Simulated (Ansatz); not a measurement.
A short molecular-dynamics run on Zn6O6, a cluster cut from wurtzite ZnO (bare).

```yaml
crystal:
  periodic: [false, false, false]
  atoms:
    - {symbol: Zn, position_ang: [-0.009091, -1.727986, -0.989442]}
    - {symbol: O, position_ang: [-1.782129, -1.020392, -1.070452]}
    - {symbol: O, position_ang: [-0.003456, -2.048241, 1.080711]}
    - {symbol: Zn, position_ang: [-1.494963, -0.856788, 0.997981]}
    - {symbol: Zn, position_ang: [-1.495517, 0.866951, -0.988219]}
    - {symbol: O, position_ang: [-1.768068, 1.032474, 1.082004]}
    - {symbol: O, position_ang: [1.768138, -1.032498, -1.082047]}
    - {symbol: Zn, position_ang: [1.495370, -0.866850, 0.988402]}
    - {symbol: Zn, position_ang: [1.494871, 0.856666, -0.998126]}
    - {symbol: O, position_ang: [0.003486, 2.048239, -1.080697]}
    - {symbol: O, position_ang: [1.782180, 1.020400, 1.070498]}
    - {symbol: Zn, position_ang: [0.009178, 1.728025, 0.989387]}
basis:
  gaussian: {orbitals: "6-31G*"}
hamiltonian: {xc: {name: BLYP}, dispersion: d4}
md: {timestep: 1 fs, n_steps: 25, ensemble: nvt_langevin, temperature: 1500, initial_velocities: maxwell_boltzmann, friction: 0.01, seed: 360}
scf: {omitted_lower_state_checks: [starts]}
```

```sh
$ ansatz run in.yaml --threads 2 --pin off --events-out ev --progress --plain --max-ram 22528MiB --backend cuda --devices 0, --max-vram 18GiB
```

```csv
step,time (fs),potential energy (eV),kinetic (eV),T (K)
0,0.0,-302768.9780,2.1328,1375
1,1.0,-302768.9542,2.1582,1391
2,2.0,-302768.9088,2.2567,1455
3,3.0,-302768.8413,2.4022,1549
4,4.0,-302768.7538,2.2442,1447
5,5.0,-302768.6497,2.2921,1478
6,6.0,-302768.5323,2.1519,1387
7,7.0,-302768.4067,1.9960,1287
8,8.0,-302768.2823,1.8663,1203
9,9.0,-302768.1606,1.7980,1159
10,10.0,-302768.0359,1.7661,1139
11,11.0,-302767.9135,1.6714,1078
12,12.0,-302767.7960,1.4595,941
13,13.0,-302767.6938,1.2600,812
14,14.0,-302767.6082,1.2042,776
15,15.0,-302767.5398,1.1111,716
16,16.0,-302767.4928,1.1080,714
17,17.0,-302767.4621,1.0236,660
18,18.0,-302767.4505,1.0858,700
19,19.0,-302767.4507,1.1371,733
20,20.0,-302767.4580,1.2234,789
21,21.0,-302767.4726,1.2359,797
22,22.0,-302767.4922,1.3736,886
23,23.0,-302767.5132,1.4766,952
24,24.0,-302767.5366,1.6291,1050
25,25.0,-302767.5645,1.6694,1076
```

Velocities are drawn at the set temperature; a run this short doesn't reach equilibrium. Under Langevin dynamics the printed temperature counts 3N degrees of freedom, so it starts below the set value.

The 6-31G sets use Cartesian d functions.

Frames (Å, forces in eV/Å):

```xyz
12
time=0.0 fs
Zn   -0.009   -1.728   -0.989    0.001    0.177    0.241
O    -1.782   -1.020   -1.070    0.338    0.193    0.103
O    -0.003   -2.048    1.081    0.001    0.389   -0.105
Zn   -1.495   -0.857    0.998    0.153    0.088   -0.242
Zn   -1.496    0.867   -0.988    0.154   -0.089    0.241
O    -1.768    1.032    1.082    0.336   -0.196   -0.106
O     1.768   -1.032   -1.082   -0.336    0.196    0.106
Zn    1.495   -0.867    0.988   -0.153    0.089   -0.242
Zn    1.495    0.857   -0.998   -0.153   -0.087    0.243
O     0.003    2.048   -1.081   -0.001   -0.389    0.105
O     1.782    1.020    1.070   -0.338   -0.193   -0.104
Zn    0.009    1.728    0.989   -0.001   -0.177   -0.241
12
time=1.0 fs
Zn   -0.002   -1.729   -0.993   -0.092    0.140    0.288
O    -1.778   -1.036   -1.084    0.363    0.404    0.219
O     0.006   -2.053    1.087   -0.181    0.473   -0.137
Zn   -1.497   -0.856    0.997    0.244    0.128   -0.314
Zn   -1.497    0.869   -0.998    0.159   -0.250    0.343
O    -1.775    1.046    1.090    0.367   -0.381   -0.243
O     1.767   -1.040   -1.069   -0.238    0.355    0.057
Zn    1.494   -0.867    0.989   -0.104    0.194   -0.197
Zn    1.493    0.862   -0.998   -0.008   -0.298    0.302
O     0.013    2.038   -1.082   -0.172   -0.293    0.077
O     1.777    1.029    1.081   -0.312   -0.299   -0.162
Zn    0.006    1.725    0.996   -0.027   -0.175   -0.234
12
time=2.0 fs
Zn    0.005   -1.730   -0.996   -0.197    0.097    0.334
O    -1.775   -1.052   -1.098    0.393    0.607    0.328
O     0.014   -2.059    1.094   -0.342    0.567   -0.171
Zn   -1.499   -0.856    0.997    0.333    0.160   -0.382
Zn   -1.499    0.871   -1.007    0.171   -0.398    0.439
O    -1.783    1.059    1.098    0.405   -0.550   -0.373
O     1.767   -1.047   -1.056   -0.135    0.513   -0.001
Zn    1.492   -0.866    0.988   -0.071    0.270   -0.142
Zn    1.492    0.868   -0.999    0.160   -0.520    0.362
O     0.022    2.028   -1.082   -0.372   -0.186    0.042
O     1.771    1.038    1.092   -0.277   -0.391   -0.216
Zn    0.003    1.721    1.002   -0.069   -0.170   -0.222
12
time=3.0 fs
Zn    0.012   -1.731   -1.000   -0.306    0.061    0.379
O    -1.773   -1.069   -1.114    0.434    0.799    0.439
O     0.024   -2.065    1.101   -0.503    0.659   -0.206
Zn   -1.502   -0.857    0.997    0.422    0.187   -0.449
Zn   -1.501    0.872   -1.017    0.180   -0.543    0.530
O    -1.791    1.072    1.106    0.443   -0.709   -0.495
O     1.767   -1.054   -1.041   -0.038    0.656   -0.069
Zn    1.490   -0.864    0.988   -0.039    0.332   -0.083
Zn    1.489    0.874   -1.000    0.359   -0.751    0.421
O     0.032    2.018   -1.080   -0.598   -0.056   -0.005
O     1.766    1.047    1.102   -0.245   -0.471   -0.262
Zn    0.000    1.717    1.008   -0.111   -0.164   -0.201
12
time=5.0 fs
Zn    0.024   -1.735   -1.005   -0.515    0.007    0.467
O    -1.770   -1.101   -1.143    0.525    1.106    0.634
O     0.043   -2.075    1.118   -0.821    0.807   -0.286
Zn   -1.510   -0.859    0.999    0.604    0.228   -0.554
Zn   -1.506    0.874   -1.036    0.229   -0.755    0.693
O    -1.807    1.094    1.125    0.516   -0.982   -0.723
O     1.766   -1.064   -1.012    0.136    0.878   -0.236
Zn    1.485   -0.857    0.988    0.023    0.446    0.068
Zn    1.482    0.884   -1.002    0.841   -1.230    0.528
O     0.051    1.999   -1.073   -1.170    0.256   -0.117
O     1.754    1.066    1.121   -0.168   -0.607   -0.333
Zn   -0.008    1.711    1.018   -0.200   -0.153   -0.139
12
time=6.0 fs
Zn    0.030   -1.737   -1.007   -0.605   -0.018    0.503
O    -1.768   -1.116   -1.159    0.559    1.230    0.724
O     0.054   -2.081    1.127   -0.972    0.874   -0.331
Zn   -1.514   -0.861    1.000    0.698    0.239   -0.597
Zn   -1.509    0.875   -1.046    0.250   -0.850    0.758
O    -1.814    1.103    1.134    0.544   -1.090   -0.821
O     1.767   -1.068   -0.998    0.219    0.969   -0.327
Zn    1.483   -0.852    0.986    0.044    0.486    0.158
Zn    1.480    0.889   -1.003    1.093   -1.466    0.574
O     0.059    1.988   -1.070   -1.463    0.436   -0.170
O     1.746    1.074    1.131   -0.104   -0.664   -0.364
Zn   -0.013    1.707    1.022   -0.263   -0.144   -0.109
12
time=7.0 fs
Zn    0.036   -1.740   -1.010   -0.688   -0.030    0.536
O    -1.766   -1.130   -1.174    0.602    1.332    0.806
O     0.065   -2.087    1.135   -1.101    0.931   -0.372
Zn   -1.519   -0.865    1.000    0.781    0.246   -0.636
Zn   -1.511    0.876   -1.055    0.274   -0.935    0.810
O    -1.820    1.109    1.140    0.552   -1.180   -0.901
O     1.768   -1.070   -0.984    0.285    1.038   -0.415
Zn    1.481   -0.848    0.986    0.058    0.536    0.244
Zn    1.478    0.894   -1.004    1.361   -1.706    0.623
O     0.067    1.977   -1.069   -1.772    0.631   -0.219
O     1.738    1.084    1.143   -0.035   -0.733   -0.397
Zn   -0.017    1.704    1.026   -0.317   -0.129   -0.080
12
time=9.0 fs
Zn    0.047   -1.745   -1.015   -0.782   -0.048    0.607
O    -1.759   -1.155   -1.200    0.638    1.487    0.915
O     0.081   -2.098    1.148   -1.288    1.030   -0.443
Zn   -1.526   -0.869    1.001    0.925    0.243   -0.687
Zn   -1.516    0.876   -1.073    0.332   -1.049    0.886
O    -1.829    1.119    1.149    0.520   -1.320   -1.020
O     1.771   -1.067   -0.954    0.386    1.094   -0.622
Zn    1.479   -0.842    0.987    0.056    0.648    0.439
Zn    1.474    0.903   -1.008    1.865   -2.108    0.720
O     0.079    1.958   -1.070   -2.355    0.993   -0.293
O     1.721    1.104    1.167    0.113   -0.889   -0.458
Zn   -0.027    1.695    1.032   -0.410   -0.080   -0.044
12
time=10.0 fs
Zn    0.053   -1.747   -1.019   -0.812   -0.061    0.645
O    -1.753   -1.166   -1.212    0.627    1.552    0.955
O     0.088   -2.103    1.155   -1.362    1.081   -0.478
Zn   -1.530   -0.871    1.001    0.996    0.233   -0.704
Zn   -1.518    0.875   -1.082    0.366   -1.088    0.913
O    -1.832    1.124    1.152    0.474   -1.388   -1.065
O     1.772   -1.064   -0.939    0.439    1.110   -0.737
Zn    1.478   -0.839    0.987    0.043    0.697    0.546
Zn    1.472    0.907   -1.010    2.097   -2.282    0.765
O     0.084    1.951   -1.072   -2.621    1.155   -0.323
O     1.713    1.115    1.179    0.192   -0.966   -0.483
Zn   -0.031    1.689    1.036   -0.439   -0.043   -0.035
12
time=11.0 fs
Zn    0.060   -1.749   -1.022   -0.836   -0.075    0.678
O    -1.745   -1.176   -1.222    0.606    1.610    0.988
O     0.095   -2.108    1.161   -1.428    1.121   -0.506
Zn   -1.533   -0.872    1.000    1.060    0.226   -0.717
Zn   -1.521    0.876   -1.090    0.402   -1.120    0.937
O    -1.832    1.129    1.154    0.385   -1.463   -1.099
O     1.774   -1.061   -0.923    0.490    1.125   -0.863
Zn    1.477   -0.835    0.988    0.030    0.747    0.664
Zn    1.469    0.910   -1.014    2.308   -2.435    0.809
O     0.087    1.945   -1.073   -2.856    1.297   -0.355
O     1.704    1.125    1.190    0.272   -1.036   -0.508
Zn   -0.037    1.684    1.040   -0.433    0.003   -0.027
12
time=13.0 fs
Zn    0.070   -1.752   -1.028   -0.831   -0.088    0.741
O    -1.733   -1.193   -1.239    0.569    1.698    1.029
O     0.108   -2.115    1.174   -1.559    1.168   -0.563
Zn   -1.536   -0.873    0.998    1.162    0.209   -0.728
Zn   -1.525    0.878   -1.107    0.446   -1.182    0.980
O    -1.829    1.140    1.153    0.148   -1.600   -1.137
O     1.779   -1.057   -0.894    0.542    1.134   -1.143
Zn    1.475   -0.829    0.989    0.013    0.845    0.923
Zn    1.463    0.914   -1.020    2.599   -2.636    0.882
O     0.088    1.935   -1.074   -3.154    1.497   -0.420
O     1.685    1.143    1.213    0.464   -1.155   -0.551
Zn   -0.047    1.674    1.046   -0.399    0.109   -0.014
12
time=14.0 fs
Zn    0.074   -1.754   -1.030   -0.821   -0.083    0.770
O    -1.728   -1.199   -1.246    0.560    1.725    1.043
O     0.114   -2.117    1.181   -1.618    1.175   -0.591
Zn   -1.538   -0.872    0.997    1.200    0.198   -0.737
Zn   -1.527    0.880   -1.115    0.441   -1.225    1.000
O    -1.829    1.143    1.149    0.051   -1.643   -1.140
O     1.780   -1.053   -0.881    0.559    1.110   -1.289
Zn    1.473   -0.826    0.989    0.003    0.871    1.062
Zn    1.460    0.915   -1.022    2.675   -2.670    0.898
O     0.086    1.930   -1.074   -3.207    1.567   -0.446
O     1.674    1.148    1.223    0.597   -1.190   -0.556
Zn   -0.051    1.669    1.050   -0.438    0.165   -0.015
12
time=15.0 fs
Zn    0.077   -1.757   -1.033   -0.786   -0.069    0.799
O    -1.723   -1.203   -1.252    0.545    1.743    1.050
O     0.121   -2.118    1.187   -1.685    1.161   -0.614
Zn   -1.539   -0.871    0.997    1.230    0.191   -0.744
Zn   -1.529    0.883   -1.124    0.431   -1.263    1.019
O    -1.831    1.146    1.146   -0.020   -1.678   -1.141
O     1.782   -1.047   -0.868    0.556    1.066   -1.447
Zn    1.471   -0.823    0.989    0.004    0.898    1.207
Zn    1.456    0.914   -1.025    2.700   -2.662    0.909
O     0.083    1.928   -1.075   -3.201    1.601   -0.460
O     1.664    1.151    1.232    0.714   -1.202   -0.556
Zn   -0.055    1.664    1.053   -0.487    0.213   -0.022
12
time=17.0 fs
Zn    0.083   -1.763   -1.036   -0.677   -0.015    0.852
O    -1.712   -1.206   -1.261    0.515    1.745    1.053
O     0.138   -2.115    1.199   -1.883    1.041   -0.643
Zn   -1.539   -0.869    0.998    1.278    0.179   -0.761
Zn   -1.531    0.887   -1.141    0.402   -1.333    1.052
O    -1.835    1.146    1.137   -0.157   -1.723   -1.116
O     1.788   -1.034   -0.845    0.515    0.942   -1.773
Zn    1.464   -0.817    0.990    0.076    0.990    1.483
Zn    1.452    0.912   -1.029    2.543   -2.481    0.924
O     0.071    1.926   -1.075   -2.966    1.529   -0.466
O     1.648    1.150    1.249    0.830   -1.153   -0.561
Zn   -0.064    1.655    1.061   -0.475    0.278   -0.045
12
time=18.0 fs
Zn    0.085   -1.766   -1.038   -0.619    0.002    0.876
O    -1.704   -1.204   -1.262    0.473    1.730    1.038
O     0.146   -2.114    1.202   -1.992    0.957   -0.646
Zn   -1.538   -0.868    0.998    1.296    0.173   -0.770
Zn   -1.531    0.889   -1.149    0.382   -1.361    1.068
O    -1.836    1.144    1.131   -0.225   -1.734   -1.090
O     1.789   -1.027   -0.834    0.519    0.871   -1.947
Zn    1.460   -0.815    0.989    0.124    1.039    1.630
Zn    1.451    0.910   -1.030    2.382   -2.319    0.925
O     0.064    1.926   -1.074   -2.757    1.445   -0.465
O     1.641    1.146    1.255    0.864   -1.105   -0.560
Zn   -0.069    1.651    1.064   -0.447    0.303   -0.060
12
time=19.0 fs
Zn    0.088   -1.768   -1.041   -0.570    0.015    0.898
O    -1.696   -1.200   -1.265    0.431    1.709    1.022
O     0.155   -2.113    1.206   -2.099    0.872   -0.649
Zn   -1.538   -0.867    0.999    1.315    0.160   -0.777
Zn   -1.531    0.891   -1.158    0.367   -1.382    1.082
O    -1.838    1.142    1.124   -0.288   -1.738   -1.058
O     1.791   -1.021   -0.825    0.530    0.803   -2.115
Zn    1.456   -0.812    0.989    0.170    1.073    1.773
Zn    1.450    0.907   -1.032    2.161   -2.111    0.923
O     0.056    1.929   -1.071   -2.492    1.314   -0.457
O     1.634    1.140    1.261    0.866   -1.035   -0.560
Zn   -0.074    1.647    1.069   -0.390    0.320   -0.082
12
time=21.0 fs
Zn    0.094   -1.775   -1.046   -0.527    0.066    0.930
O    -1.685   -1.193   -1.271    0.410    1.654    0.996
O     0.165   -2.107    1.212   -2.276    0.693   -0.658
Zn   -1.536   -0.863    1.000    1.321    0.143   -0.793
Zn   -1.532    0.893   -1.176    0.315   -1.438    1.103
O    -1.847    1.136    1.109   -0.354   -1.735   -0.988
O     1.793   -1.009   -0.810    0.542    0.636   -2.407
Zn    1.447   -0.808    0.988    0.258    1.125    2.025
Zn    1.448    0.899   -1.034    1.649   -1.620    0.918
O     0.037    1.935   -1.067   -1.875    1.010   -0.424
O     1.625    1.127    1.272    0.786   -0.861   -0.569
Zn   -0.086    1.639    1.078   -0.250    0.328   -0.134
12
time=22.0 fs
Zn    0.098   -1.779   -1.049   -0.546    0.096    0.939
O    -1.681   -1.191   -1.273    0.425    1.625    0.982
O     0.166   -2.101    1.217   -2.325    0.613   -0.667
Zn   -1.534   -0.861    1.000    1.308    0.138   -0.802
Zn   -1.533    0.894   -1.186    0.264   -1.490    1.114
O    -1.854    1.132    1.103   -0.319   -1.714   -0.956
O     1.793   -1.001   -0.805    0.559    0.530   -2.510
Zn    1.443   -0.806    0.987    0.290    1.146    2.131
Zn    1.447    0.893   -1.034    1.357   -1.324    0.912
O     0.024    1.938   -1.068   -1.513    0.854   -0.394
O     1.621    1.123    1.278    0.738   -0.791   -0.582
Zn   -0.091    1.635    1.084   -0.238    0.317   -0.168
12
time=23.0 fs
Zn    0.101   -1.784   -1.051   -0.580    0.134    0.947
O    -1.677   -1.189   -1.274    0.446    1.598    0.968
O     0.164   -2.094    1.221   -2.351    0.537   -0.680
Zn   -1.533   -0.859    1.000    1.290    0.138   -0.810
Zn   -1.534    0.896   -1.196    0.214   -1.549    1.131
O    -1.861    1.128    1.098   -0.260   -1.682   -0.927
O     1.793   -0.994   -0.803    0.579    0.416   -2.567
Zn    1.440   -0.804    0.986    0.313    1.151    2.202
Zn    1.446    0.888   -1.036    1.072   -1.028    0.901
O     0.012    1.941   -1.069   -1.165    0.709   -0.357
O     1.618    1.118    1.285    0.684   -0.718   -0.599
Zn   -0.096    1.632    1.090   -0.242    0.294   -0.207
12
time=25.0 fs
Zn    0.105   -1.795   -1.055   -0.668    0.224    0.953
O    -1.673   -1.182   -1.280    0.510    1.513    0.940
O     0.159   -2.080    1.227   -2.359    0.407   -0.708
Zn   -1.530   -0.858    0.999    1.242    0.143   -0.838
Zn   -1.535    0.901   -1.219    0.073   -1.699    1.155
O    -1.878    1.113    1.083   -0.114   -1.588   -0.846
O     1.789   -0.979   -0.801    0.618    0.158   -2.600
Zn    1.436   -0.799    0.986    0.337    1.122    2.275
Zn    1.445    0.875   -1.037    0.502   -0.414    0.866
O    -0.016    1.947   -1.070   -0.439    0.471   -0.274
O     1.612    1.110    1.300    0.571   -0.571   -0.625
Zn   -0.107    1.625    1.104   -0.274    0.234   -0.299
```

It took 79 s on 2 threads of AMD EPYC 7R13 on a shared host and a share (18 GiB) of an NVIDIA H100 80GB HBM3, peak host memory 1 GiB.
